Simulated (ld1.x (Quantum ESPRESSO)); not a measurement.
# Hf (Z = 72): RRKJ pseudisation with PBE, scalar-relativistic reference atom.

Input for ld1.x (Quantum ESPRESSO) 7.5:

```
&input
   title='Hf', zed=72., rel=1, dft='PBE', iswitch=3,
   config='[Xe] 4f14 5d2 6s0.5 6p0',
   nld=3, rlderiv=3.25, eminld=-3.0, emaxld=5.0, deld=0.02
 /
 &inputp
   pseudotype=2, tm=.false., rho0=0.005, lloc=1,
   nlcc=.false.,
   file_pseudopw='Hf.UPF', file_wfcaegen='ae.wfc', file_wfcncgen='nc.wfc', file_beta='beta', file_chi='chi'
 /
3
6S  1  0   0.50   0.00  2.90  2.90  0.0
5D  3  2   2.00   0.00  2.10  2.10  0.0
6P  2  1   0.00   0.00  3.00  3.00  0.0
 &test
   configts(1)='5d2 6s0.5 6p0'
 /
```

Command:

```bash
ld1.x < Hf.in > Hf.out
```

Resulting log (shortened: banner, matrices, multipoles, cross overlaps and the repeated all-electron block are left out):

```
Program LD1 v.7.5
     --------------------------- All-electron run ----------------------------

     Hf
     scalar relativistic calculation

     atomic number is 72.00
     dft =PBE   lsd =0 sic =0 latt =0  beta=0.20 tr2=1.0E-14
     Exchange-correlation= PBE
                           (   1   4   3   4   0   0   0)
     mesh =1271 r(mesh) =  99.31870 a.u. xmin = -7.00 dx = 0.01250
     1 Ry =  13.60569312 eV, c = 137.03599908

     n l     nl                  e(Ry)          e(Ha)          e(eV)
     1 0     1S 1( 2.00)     -4799.4159     -2399.7080    -65299.3802
     2 0     2S 1( 2.00)      -821.4454      -410.7227    -11176.3336
     2 1     2P 1( 6.00)      -721.3158      -360.6579     -9814.0009
     3 0     3S 1( 2.00)      -187.7861       -93.8930     -2554.9599
     3 1     3P 1( 6.00)      -157.8778       -78.9389     -2148.0363
     4 0     4S 1( 2.00)       -38.4710       -19.2355      -523.4246
     4 1     4P 1( 6.00)       -28.6610       -14.3305      -389.9533
     3 2     3D 1(10.00)      -122.5021       -61.2511     -1666.7264
     5 0     5S 1( 2.00)        -5.7238        -2.8619       -77.8758
     5 1     5P 1( 6.00)        -3.4132        -1.7066       -46.4385
     4 2     4D 1(10.00)       -15.9890        -7.9945      -217.5420
     4 3     4F 1(14.00)        -2.0358        -1.0179       -27.6988
     5 2     5D 1( 2.00)        -0.9440        -0.4720       -12.8434
     6 0     6S 1( 0.50)        -1.0406        -0.5203       -14.1578
     6 1     6P 1( 0.00)        -0.6697        -0.3348        -9.1115

     final scf error:  7.3E-16 reached in  37 iterations

     Etot =  -30155.395545 Ry,  -15077.697773 Ha, -410285.057793 eV

     Ekin =   33045.582229 Ry,   16522.791114 Ha,  449608.050878 eV
     Encl =  -74342.021008 Ry,  -37171.010504 Ha,-1011474.723973 eV
     Eh   =   11755.697587 Ry,    5877.848794 Ha,  159944.413820 eV
     Exc  =    -614.654354 Ry,    -307.327177 Ha,   -8362.798518 eV

     normalization and overlap integrals

     s(1S/1S) =  1.000000  <r> =   0.0190  <r2> =    0.0005  r(max) =   0.0120
     s(2S/2S) =  1.000000  <r> =   0.0804  <r2> =    0.0076  r(max) =   0.0679
     s(2P/2P) =  1.000000  <r> =   0.0717  <r2> =    0.0063  r(max) =   0.0556
     s(3S/3S) =  1.000000  <r> =   0.2086  <r2> =    0.0498  r(max) =   0.1917
     s(3P/3P) =  1.000000  <r> =   0.2085  <r2> =    0.0504  r(max) =   0.1893
     s(4S/4S) =  1.000000  <r> =   0.4682  <r2> =    0.2475  r(max) =   0.4375
     s(4P/4P) =  1.000000  <r> =   0.4976  <r2> =    0.2818  r(max) =   0.4599
     s(3D/3D) =  1.000000  <r> =   0.1890  <r2> =    0.0419  r(max) =   0.1550
     s(5S/5S) =  1.000000  <r> =   1.1350  <r2> =    1.4498  r(max) =   1.0109
     s(5P/5P) =  1.000000  <r> =   1.3401  <r2> =    2.0412  r(max) =   1.1599
     s(4D/4D) =  1.000000  <r> =   0.5351  <r2> =    0.3323  r(max) =   0.4716
     s(4F/4F) =  1.000000  <r> =   0.6768  <r2> =    0.5936  r(max) =   0.4542
     s(5D/5D) =  1.000000  <r> =   2.1894  <r2> =    5.7132  r(max) =   1.6460
     s(6S/6S) =  1.000000  <r> =   3.0985  <r2> =   10.7872  r(max) =   2.7138
     s(6P/6P) =  1.000000  <r> =   3.9691  <r2> =   17.7104  r(max) =   3.4845

     ------------------------ End of All-electron run ------------------------

     --------------------- Generating NC pseudopotential ---------------------

      Generating local pot.: lloc=1, matching radius rcloc =   3.0000

      Wfc   6S  rcut= 2.925  Estimated cut-off energy=        5.36 Ry
      Using 4 Bessel functions for this wfc, rho(0) = 0.005
      This function has    0 nodes for 0 < r <    2.925

      Wfc   5D  rcut= 2.113  Estimated cut-off energy=       51.98 Ry
      This function has    0 nodes for 0 < r <    2.113

     ------------------- End of pseudopotential generation -------------------

     Computing logarithmic derivative in   3.25308
     Computing logarithmic derivative in   3.25308
     Computing the partial wave expansion
     R is outside the sphere for l=    0 j= 0.00
       no projector for channel:   1
     R is outside the sphere for l=    2 j= 0.00

     ---------------------- Testing the pseudopotential ----------------------

     Hf
     scalar relativistic calculation

     atomic number is 72.00   valence charge is  4.00
     dft =PBE   lsd =0 sic =0 latt =0  beta=0.20 tr2=1.0E-14
     mesh =1271 r(mesh) =  99.31870 xmin = -7.00 dx = 0.01250

     n l     nl             e AE (Ry)        e PS (Ry)    De AE-PS (Ry)
     3 2     5D   1( 2.00)       -0.94397       -0.94397        0.00000
     1 0     6S   1( 0.50)       -1.04058       -1.04058        0.00000
     2 1     6P   1( 0.00)       -0.66968       -0.66968       -0.00000

     eps = 2.6E-15  iter =  3

     Etot =  -30155.395545 Ry,  -15077.697773 Ha, -410285.057793 eV
     Etotps =    -4.472019 Ry,      -2.236009 Ha,     -60.844918 eV

     Ekin =       5.479484 Ry,       2.739742 Ha,      74.552181 eV
     Encl =      -6.149201 Ry,      -3.074601 Ha,     -83.664148 eV
     Ehrt =       2.384447 Ry,       1.192224 Ha,      32.442058 eV
     Ecxc =      -1.113970 Ry,      -0.556985 Ha,     -15.156341 eV
     Epseu=      -5.072779 Ry,      -2.536389 Ha,     -69.018668 eV

     ---------------------- End of pseudopotential test ----------------------
```

Generation and configuration tests took about 2.1 s on one core of a shared server CPU.

Transferability test of the new file with ld1.x, input:

```
&input
   title='Hf', zed=72., rel=1, dft='PBE', iswitch=2,
   config='[Xe] 4f14 5d2 6s0.5 6p0'
 /
 &test
   file_pseudo='Hf.UPF', nconf=8,
   configts(1)='5d2 6s0.5 6p0',
   configts(2)='5d2 6s2 6p0',
   configts(3)='5d2 6s1 6p0',
   configts(4)='5d2 6s0 6p0',
   configts(5)='5d1 6s0 6p0',
   configts(6)='5d1 6s2 6p1',
   configts(7)='5d1 6s2 6p0',
   configts(8)='5d2 6s1.5 6p0'
 /
```

```bash
ld1.x < Hf.test.in > Hf.test.out
```

Pseudopotential blocks of its output, shortened (energy terms left out):

```
     ---------------------- Testing the pseudopotential ----------------------

     n l     nl             e AE (Ry)        e PS (Ry)    De AE-PS (Ry)
     3 2     5D   1( 2.00)       -0.94397       -0.94397        0.00000
     1 0     6S   1( 0.50)       -1.04058       -1.04058        0.00000
     2 1     6P   1( 0.00)       -0.66968       -0.66968       -0.00000

     eps = 3.6E-15  iter = 17

     Etot =  -30155.395545 Ry,  -15077.697772 Ha, -410285.057787 eV
     Etotps =    -4.472019 Ry,      -2.236009 Ha,     -60.844918 eV

     ---------------------- End of pseudopotential test ----------------------

          ---------------------- Testing the pseudopotential ----------------------

     n l     nl             e AE (Ry)        e PS (Ry)    De AE-PS (Ry)
     3 2     5D   1( 2.00)       -0.19761       -0.19641       -0.00120
     1 0     6S   1( 2.00)       -0.37544       -0.38397        0.00853  !
     2 1     6P   1( 0.00)       -0.10262       -0.10597        0.00335

     eps = 8.0E-15  iter = 22

     Etot =  -30156.442974 Ry,  -15078.221487 Ha, -410299.308785 eV
     Etotps =    -5.529782 Ry,      -2.764891 Ha,     -75.236521 eV
     dEtot_ae =      -1.047429 Ry
     dEtot_ps =      -1.057763 Ry,   Delta E=       0.010334 Ry

     ---------------------- End of pseudopotential test ----------------------

          ---------------------- Testing the pseudopotential ----------------------

     n l     nl             e AE (Ry)        e PS (Ry)    De AE-PS (Ry)
     3 2     5D   1( 2.00)       -0.67663       -0.67761        0.00098
     1 0     6S   1( 1.00)       -0.80664       -0.81302        0.00638  !
     2 1     6P   1( 0.00)       -0.46737       -0.47155        0.00417

     eps = 5.5E-15  iter = 14

     Etot =  -30155.856735 Ry,  -15077.928367 Ha, -410291.332597 eV
     Etotps =    -4.935201 Ry,      -2.467601 Ha,     -67.146831 eV
     dEtot_ae =      -0.461190 Ry
     dEtot_ps =      -0.463182 Ry,   Delta E=       0.001992 Ry

     ---------------------- End of pseudopotential test ----------------------

          ---------------------- Testing the pseudopotential ----------------------

     n l     nl             e AE (Ry)        e PS (Ry)    De AE-PS (Ry)
     3 2     5D   1( 2.00)       -1.22774       -1.22366       -0.00408
     1 0     6S   1( 0.00)       -1.28626       -1.27258       -0.01368  !
     2 1     6P   1( 0.00)       -0.88327       -0.87220       -0.01107  !

     eps = 5.6E-15  iter = 18

     Etot =  -30154.814546 Ry,  -15077.407273 Ha, -410277.152887 eV
     Etotps =    -3.893893 Ry,      -1.946946 Ha,     -52.979113 eV
     dEtot_ae =       0.580999 Ry
     dEtot_ps =       0.578126 Ry,   Delta E=       0.002873 Ry

     ---------------------- End of pseudopotential test ----------------------

          ---------------------- Testing the pseudopotential ----------------------

     n l     nl             e AE (Ry)        e PS (Ry)    De AE-PS (Ry)
     3 2     5D   1( 1.00)       -1.99375       -1.96177       -0.03197  !
     1 0     6S   1( 0.00)       -1.90796       -1.88137       -0.02659  !
     2 1     6P   1( 0.00)       -1.41859       -1.38703       -0.03156  !

     eps = 2.7E-15  iter = 16

     Etot =  -30153.212710 Ry,  -15076.606355 Ha, -410255.358809 eV
     Etotps =    -2.304958 Ry,      -1.152479 Ha,     -31.360556 eV
     dEtot_ae =       2.182835 Ry
     dEtot_ps =       2.167061 Ry,   Delta E=       0.015774 Ry

     ---------------------- End of pseudopotential test ----------------------

          ---------------------- Testing the pseudopotential ----------------------

     n l     nl             e AE (Ry)        e PS (Ry)    De AE-PS (Ry)
     3 2     5D   1( 1.00)       -0.36520       -0.35067       -0.01453  !
     1 0     6S   1( 2.00)       -0.48190       -0.49034        0.00844  !
     2 1     6P   1( 1.00)       -0.16809       -0.16989        0.00180

     eps = 9.2E-15  iter = 29

     Etot =  -30156.298773 Ry,  -15078.149386 Ha, -410297.346824 eV
     Etotps =    -5.394415 Ry,      -2.697208 Ha,     -73.394760 eV
     dEtot_ae =      -0.903228 Ry
     dEtot_ps =      -0.922396 Ry,   Delta E=       0.019169 Ry

     ---------------------- End of pseudopotential test ----------------------

          ---------------------- Testing the pseudopotential ----------------------

     n l     nl             e AE (Ry)        e PS (Ry)    De AE-PS (Ry)
     3 2     5D   1( 1.00)       -0.78464       -0.76746       -0.01718  !
     1 0     6S   1( 2.00)       -0.87102       -0.88081        0.00979  !
     2 1     6P   1( 0.00)       -0.50801       -0.51084        0.00283

     eps = 1.8E-15  iter = 19

     Etot =  -30155.965354 Ry,  -15077.982677 Ha, -410292.810441 eV
     Etotps =    -5.058385 Ry,      -2.529193 Ha,     -68.822841 eV
     dEtot_ae =      -0.569810 Ry
     dEtot_ps =      -0.586367 Ry,   Delta E=       0.016557 Ry

     ---------------------- End of pseudopotential test ----------------------

          ---------------------- Testing the pseudopotential ----------------------

     n l     nl             e AE (Ry)        e PS (Ry)    De AE-PS (Ry)
     3 2     5D   1( 2.00)       -0.42688       -0.42710        0.00022
     1 0     6S   1( 1.50)       -0.58420       -0.59263        0.00843  !
     2 1     6P   1( 0.00)       -0.27724       -0.28176        0.00452

     eps = 6.8E-15  iter = 18

     Etot =  -30156.203808 Ry,  -15078.101904 Ha, -410296.054760 eV
     Etotps =    -5.286226 Ry,      -2.643113 Ha,     -71.922764 eV
     dEtot_ae =      -0.808263 Ry
     dEtot_ps =      -0.814207 Ry,   Delta E=       0.005944 Ry

     ---------------------- End of pseudopotential test ----------------------
```
